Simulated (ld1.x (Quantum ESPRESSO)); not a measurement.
Values are calculated unless marked as measured or tabulated.
# Pseudopotentials across the periodic table

Generated with ld1.x 7.5 (TM, RRKJ, ultrasoft, PAW), atompaw 4.2 or ONCVPSP 4.0.1. The cutoff is in Ry: for ld1.x and atompaw files where the sum of valence levels is converged to 10 mRy in a Bessel basis, for ONCV files where the hardest occupied wave has 1 mHa per electron of residual kinetic energy. The error is the largest all-electron minus pseudo excitation energy over each file’s own four to seven test configurations (ionisations up to +4, promotions, holes and added fractions of an electron), all of which were solved. The labels leave out finer settings (local radius, basis sizes, second energies), which also bear on the numbers. Spin-polarised tests are not counted. The rows are a selection from randomly drawn settings: files with unsolved tests, undetermined cutoffs or missed reference levels are left out.

A true bound ghost makes a file unfit for plane-wave use even where its test errors are small: the radial tests pick states by their node count and pass the ghost by.

```csv
element,potential,cutoff (Ry),largest error (meV),bound ghosts
Ti,"TM semilocal, PBE, scalar-relativistic, rc 2.15/3.85/1.30 (spd), local p, core correction yes, reference 3d2 4s2 4p0",100,-517,none
Ge,"TM, PBEsol, scalar-relativistic, rc 1.30/2.25/2.05 (spd), local s, core correction yes, reference 4s2 4p0.5",50,-158,"d, p"
Au,"TM, PBE, scalar-relativistic, rc 1.95/2.70/2.20/3.00 (spdf), local p, core correction yes, reference 5d10 6s1 6p0",40,-662,none
Pb,"TM semilocal, PBE, scalar-relativistic, rc 1.80/1.90/1.20 (spd), local p, core correction yes, reference 5d10 6s2 6p2",90,-50,none
```

Problem. Fill in the row for Re: TM, PBEsol, scalar-relativistic, rc 2.50/3.58/2.60/2.90 (spdf), local p, core correction yes, reference 5d6 6s1 6p0.

Solution. cutoff 30 Ry, largest error -590 meV, bound ghosts: none.

Problem. Fill in the row for Zn: TM semilocal, PBE, scalar-relativistic, rc 2.25/2.30/1.45/2.40 (spdf), local p, core correction no, reference 3d10 4s2 4p0.

Solution. cutoff 140 Ry, largest error -610 meV, bound ghosts: none.

Problem. Fill in the row for N: TM, PBE, scalar-relativistic, rc 1.00/1.30/1.15 (spd), local smoothed, core correction no, reference 2s2 2p3.

Solution. cutoff 70 Ry, largest error +853 meV, bound ghosts: none.
